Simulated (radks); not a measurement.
The xenon ion Xe44+, configuration [Ne].

Method: scalar-relativistic Kohn-Sham, PBE, spin-polarised, spherical densities, finite nucleus; Fermi nuclear charge, rms radius 4.7859 fm; computed with a radial shooting solver on a logarithmic mesh with Libxc functionals.

Energy parts (eV):
total: -151415.362
kinetic: 161154.000
electron-nucleus: -325086.366
Hartree: 15050.525
exchange-correlation: -2533.522

Orbitals (lengths in bohr, moments of r in powers of bohr; <r^-3> diverges for s and p1/2; r(max) is where P^2 peaks; r(90%) holds 90 % of the orbital's charge):
| orbital | occ. | eigenvalue (eV) | <r^-3> | r(90%) | <r> | r(max) |
|---|---|---|---|---|---|---|
| 1s | 2 | -37390.97 | - | 0.0479 | 0.02663 | 0.01715 |
| 2s | 2 | -8175.920 | - | 0.173 | 0.1124 | 0.09602 |
| 2p | 6 | -7662.191 | 6425 | 0.159 | 0.09802 | 0.07685 |
| 3s | 0 | -3377.912 | - | 0.387 | 0.2676 | 0.2553 |
| 3p | 0 | -3221.797 | 1742 | 0.381 | 0.2583 | 0.2449 |

The highest occupied level is 2p at -7662.2 eV. The density falls to 0.001 e/bohr^3 at r = 0.43 bohr. The electron density at the nucleus is 2.749e+05 e/bohr^3 (large components only).
